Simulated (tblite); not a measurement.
Species: C₅H₁₀FOP.
Z-matrix (Å and degrees, GFN2-xTB geometry), rows numbered from 1:
```
C 
O   1  1.4107
C   2  1.4050  1  115.61
P   3  1.8908  2  104.58  1  -157.97
C   4  1.8747  3   91.57  2  -107.71
C   5  1.5221  4  107.01  3    16.68
C   6  1.5217  5  104.48  4   -42.00
F   7  1.3763  3  111.82  2   -48.56
H   1  1.0960  2  110.66  3    54.54
H   1  1.0925  2  111.89  3   -67.52
H   1  1.0884  2  105.93  3   173.10
H   3  1.1005  2  110.35  1   -37.58
H   4  1.3958  3   91.50  2   -12.82
H   5  1.0899  4  110.10  3   139.84
H   5  1.0938  4  108.28  3  -102.32
H   6  1.0901  5  112.32  4  -163.03
H   6  1.0917  5  111.06  4    74.56
H   7  1.0990  3  109.25  2  -165.79
```

Level: GFN2-xTB in tblite, geometry and Hessian alike; calculated harmonic values, unscaled, isolated species. This tight-binding method is rough: wavenumbers can miss measured ones by several per cent, in bad cases by 10 to 20. Modes of hydrogen on phosphorus can be 10 to 20 % off. One conformer, not necessarily the lowest.

Harmonic wavenumbers (cm⁻¹): 48.6, 105.3, 184.1, 201.5, 229.8, 243.9, 343.0, 347.5, 437.3, 493.5, 626.9, 682.2, 748.3, 777.5, 853.5, 866.3, 883.9, 964.4, 1007.9, 1025.0, 1055.0, 1069.4, 1107.0, 1114.0, 1135.7, 1145.9, 1159.1, 1200.7, 1246.1, 1270.1, 1278.1, 1310.5, 1327.9, 1407.6, 1449.2, 1467.7, 1472.7, 1481.9, 2307.5, 2859.7, 2897.8, 2922.2, 2951.1, 2970.4, 2990.3, 2993.2, 2998.2, 3026.4.

A = 2317, B = 1554, C = 1058 MHz; mass 136.045 u (most abundant isotopes); point group C1, symmetry number 1.

**Question.** What is the zero-point energy?

**Answer.** Half the sum of the wavenumbers: 31343 cm⁻¹ = 89.61 kcal/mol.

**Question.** What is S at 350 K and 1 bar for an ideal gas of classical rigid rotors and harmonic oscillators?

**Answer.** Translation 41.46, rotation 29.30, vibration 27.46: S = 98.2 cal/(mol K).

**Question.** And Cp and H(350 K) − H(0)?

**Answer.** Cp = 39.52 cal/(mol K), of which vibrations give 31.57 (their classical limit is 48 R = 95.4); H(350 K) − H(0) = 8.03 kcal/mol without the zero-point energy, 5.25 from vibrations.

**Question.** Blend soft modes into free rotors: weight 1/[1 + (100 cm⁻¹/ν̃)⁴] for the oscillator and the rest for a rotor with moment μB/(μ + B), μ = h/(8π²ν), B = 10⁻⁴⁴ kg m². What vibrational entropy results?

**Answer.** 25.75 cal/(mol K) in place of 27.46, which changes −T·S at 350 K by +0.60 kcal/mol.

**Question.** What must be added to the electronic energy to get the Gibbs energy at 350 K and 1 bar?

**Answer.** ZPE + [H(350 K) − H(0)] − T·S = 89.61 + 8.03 − 34.38 = 63.26 kcal/mol.

**Question.** Which modes carry the vibrational entropy at 350 K?

**Answer.** 48.6 cm⁻¹: 5.19; 105.3 cm⁻¹: 3.67; 184.1 cm⁻¹: 2.59; 201.5 cm⁻¹: 2.42; 229.8 cm⁻¹: 2.17; 243.9 cm⁻¹: 2.06 cal/(mol K); the other 42 give 9.36 together.

**Question.** How do the functions run with temperature in this model?

**Answer.** 
```csv
T (K),S (cal/(mol K)),Cp (cal/(mol K)),H − H(0) (kcal/mol),G − H(0) (kcal/mol),ln q(vib)
100,66.7,16.3,1.15,-5.51,1.15
200,80.7,24.9,3.22,-12.91,3.12
300,92.5,34.5,6.18,-21.58,5.20
500,114.7,52.9,15.00,-42.33,9.56
800,143.7,70.5,33.77,-81.22,16.17
1000,160.3,78.0,48.67,-111.66,20.38
```

q(vib) and H(0) count from the zero-point level.

Hindered rotation and anharmonicity are outside this model. Other conformers, if any are populated, would add a mixing term that is left out. The structure is chiral; the term R ln 2 for an equal mix with its mirror image is left out.

Hardware: an Arm Neoverse V1 with one thread (shared host). Cost: 0.63 s of wall time. The figure is for the frequency step alone.
